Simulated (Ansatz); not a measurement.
Molecule: CH₃S, charge 1, multiplicity 1. It need not be the lowest isomer of its formula. 
Geometry from a B3LYP-D3(BJ)/def2-TZVP (Ansatz, a first-principles code) optimisation:
```xyz
5

C     -1.0436     0.1489    -0.1497
S      0.5542    -0.0163     0.0308
H     -1.3960     0.9553    -0.7871
H     -1.7690    -0.4998     0.3300
H      0.5598    -1.0882     0.8628
```
Charge +1, spin multiplicity 1.

Basis-set convergence of Hartree-Fock and MP2 correlation energies (hartree) with Ansatz. Correlated levels leave the core frozen unless marked. No spin-orbit coupling. No relativistic terms.

```tsv
basis	functions	E(HF)	E(corr, MP2)
cc-pV(D+d)Z	52	-436.84117	-0.26029
cc-pV(T+d)Z	111	-436.86870	-0.32351
cc-pV(Q+d)Z	209	-436.87503	-0.34671
```

Extrapolating the two largest sets (X = 3 and 4) as X^-3: E(corr) = (64·(-0.34671) - 27·(-0.32351))/37 = -0.3636 Eh, an estimate of the basis-set limit. The largest set recovers 95.3 % of it, the smallest 71.6 %.
